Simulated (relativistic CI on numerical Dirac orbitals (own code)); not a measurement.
# Os6+: 5d valence photoemission

Computed with this model: Dirac-Coulomb-Breit CI, separate exchange-only KLI orbitals for each configuration, model QED (radiative potential, 1s self-energy scaled to tabulated hydrogen-like ionisation energies), valence Slater integrals scaled by 0.8, multiplet model of photoemission in the sudden approximation; configurations [Xe] 4f14 5d2 → [Xe] 4f14 5d; 300 K; Lorentzian 0.42 eV and Gaussian 0.5 eV FWHM. Energies are those of the free ion, without screening or charge transfer. The energies are binding energies and can lie tens of eV above those of solids. S is read from ⟨S²⟩ = S(S + 1).

free ion: ground-state S = 0.92, centroid 85.38 eV. Peaks (eV, height): 85.3 (100), 86.8 (7).

Strongest unbroadened transitions for free ion:

```
Energy (eV)  Relative strength
      85.33              100.0
      86.92                3.8
```
